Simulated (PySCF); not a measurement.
Job file and geometry (Å, from GFN2-xTB) of an NMR shielding run on SMILES C=CCC(C)(C)BOC, C₇H₁₅BO, PySCF 2.14.0, density-fitted response routines, GIAO PBE0/pcSseg-1 NMR shielding, non-relativistic, gas phase; density fitting, a coarse starting grid and PySCF grid level 2 are the driver's defaults:

```
$ OMP_NUM_THREADS=1 python probes_run.py task.json out

{"job": {"kind": "nmr", "xc": "PBE0", "basis": "pcSseg-1"}, "charge": 0, "multiplicity": 1}
C      2.038126     1.765429    -0.549398
C      1.735234     0.515161    -0.845740
C      1.514484    -0.560798     0.167305
C      0.018391    -0.951969     0.295866
C     -0.102677    -1.971738     1.436968
C     -0.449148    -1.621225    -1.000834
B     -0.805361     0.390928     0.623002
O     -1.507792     0.942230    -0.354642
C     -2.228701     2.142194    -0.252796
H      2.177918     2.517580    -1.308058
H      2.162276     2.089900     0.471265
H      1.621081     0.221399    -1.880621
H      1.870055    -0.217531     1.140892
H      2.085893    -1.450448    -0.114489
H      0.234605    -1.543751     2.378039
H     -1.138568    -2.281291     1.557737
H      0.497772    -2.855788     1.226192
H     -0.439651    -0.912546    -1.823045
H     -1.467921    -1.984610    -0.885941
H      0.191617    -2.465622    -1.253399
H     -0.758748     0.880288     1.701723
H     -2.218766     2.536349     0.767524
H     -3.259862     1.958323    -0.563262
H     -1.781992     2.877300    -0.926733
```

**Question.** What does the program print?

**Answer.** 
```
coarse grid: 19080 points
cycle   1  E = -375.1897227498  dE =  8.999e-01  |g| = 6.681e-01  |ddm| = 4.104e+00
cycle   2  E = -375.1090823826  dE =  8.064e-02  |g| = 9.441e-01  |ddm| = 1.447e+00
cycle   3  E = -375.2866341444  dE = -1.776e-01  |g| = 1.327e-01  |ddm| = 9.380e-01
cycle   4  E = -375.2899379783  dE = -3.304e-03  |g| = 3.566e-02  |ddm| = 1.167e-01
cycle   5  E = -375.2902197776  dE = -2.818e-04  |g| = 8.642e-03  |ddm| = 3.525e-02
cycle   6  E = -375.2902353502  dE = -1.557e-05  |g| = 3.131e-03  |ddm| = 9.767e-03
cycle   7  E = -375.2902376225  dE = -2.272e-06  |g| = 4.915e-04  |ddm| = 2.760e-03
final grid: 181456 points
cycle   8  E = -375.3554416668  dE = -7.730e-05  |g| = 1.333e-02  |ddm| = 4.840e-02
cycle   9  E = -375.3554108217  dE =  3.085e-05  |g| = 1.845e-02  |ddm| = 2.396e-02
cycle  10  E = -375.3554809543  dE = -7.013e-05  |g| = 2.386e-03  |ddm| = 1.424e-02
cycle  11  E = -375.3554821637  dE = -1.209e-06  |g| = 2.593e-04  |ddm| = 2.035e-03
cycle  12  E = -375.3554821753  dE = -1.156e-08  |g| = 1.216e-04  |ddm| = 3.128e-04
cycle  13  E = -375.3554821785  dE = -3.213e-09  |g| = 4.526e-05  |ddm| = 1.306e-04
cycle  14  E = -375.3554821789  dE = -4.713e-10  |g| = 1.269e-05  |ddm| = 4.398e-05
converged SCF energy = -375.3554821789

GIAO shielding tensors (ppm)
atom      isotropic    diamagn.    paramagn.     s11        s22        s33       span
  0 C       66.364     255.337    -188.973    -44.025     85.972    157.145    201.170
  1 C       37.586     258.163    -220.577    -90.227     37.650    165.335    255.562
  2 C      137.122     250.437    -113.315    118.997    134.588    157.781     38.785
  3 C      155.010     250.109     -95.099    142.430    154.649    167.952     25.522
  4 C      157.805     247.912     -90.106    138.311    149.007    186.098     47.787
  5 C      162.336     250.026     -87.690    144.435    159.508    183.064     38.629
  6 B       50.938     197.473    -146.535     15.523     50.872     86.419     70.896
  7 O      147.530     399.515    -251.985    -62.684    150.711    354.564    417.248
  8 C      124.369     242.054    -117.685     89.175    100.568    183.365     94.189
  9 H       26.544      30.215      -3.672     23.350     25.853     30.428      7.078
 10 H       26.618      32.681      -6.063     22.811     26.183     30.859      8.048
 11 H       25.303      33.400      -8.097     21.784     24.686     29.440      7.656
 12 H       29.456      34.566      -5.110     25.886     28.762     33.721      7.835
 13 H       29.966      33.241      -3.275     27.105     28.919     33.874      6.769
 14 H       30.509      31.779      -1.271     26.407     28.256     36.863     10.457
 15 H       30.869      31.399      -0.530     26.754     28.367     37.486     10.733
 16 H       30.880      31.526      -0.647     27.484     28.861     36.294      8.810
 17 H       29.962      33.829      -3.867     26.305     28.350     35.230      8.925
 18 H       30.948      32.789      -1.840     27.559     28.116     37.170      9.612
 19 H       31.341      32.992      -1.652     27.877     29.080     37.065      9.188
 20 H       26.592      34.420      -7.828     24.185     26.686     28.907      4.722
 21 H       27.744      28.544      -0.799     25.058     25.791     32.384      7.325
 22 H       27.446      27.485      -0.039     23.513     25.294     33.532     10.020
 23 H       27.413      28.769      -1.355     23.428     25.689     33.123      9.695
```

Size and cost of the density-fitted run: 228 basis functions, 91 s wall time on 1 thread of an Arm Neoverse N1, shared host; peak memory 1.1 GiB.
